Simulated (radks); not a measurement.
Question: The mean radii <r> (bohr) of the occupied orbitals of an atom or ion are listed with their occupations. All-electron calculation, Dirac Kohn-Sham, relativistic LDA (MacDonald-Vosko exchange, VWN5 correlation), spin-unpolarised, spherical densities, finite nucleus; Fermi nuclear charge, rms radius of each element as measured or else 0.836 A^(1/3) + 0.57 fm. Program: a radial shooting solver on a logarithmic mesh with Libxc functionals.

| orbital | occ. | <r> |
|---|---|---|
| 1s1/2 | 2 | 0.04289 |
| 2s1/2 | 2 | 0.1898 |
| 2p1/2 | 2 | 0.1630 |
| 2p3/2 | 4 | 0.1669 |
| 3s1/2 | 2 | 0.5531 |
| 3p1/2 | 2 | 0.5581 |
| 3p3/2 | 4 | 0.5687 |
| 3d3/2 | 4 | 0.5880 |
| 3d5/2 | 6 | 0.5921 |
| 4s1/2 | 2 | 1.632 |
| 4p1/2 | 2 | 1.935 |
| 4p3/2 | 2 | 1.973 |

Name the element and its charge. Open shells, if any, fill j = l - 1/2 first.

Answer: Z = 35, bromine, charge +1: Br+ in [Ar] 3d10 4s2 4p4. The 1s radius gives Z: for a bare nucleus <r> = (2 gamma + 1)/(2Z) with gamma = sqrt(1 - (Z/c)^2), 0.04191 bohr for Z = 35, and screening makes it slightly larger (0.04289 here). The occupations add up to 34, and the charge is Z minus that.
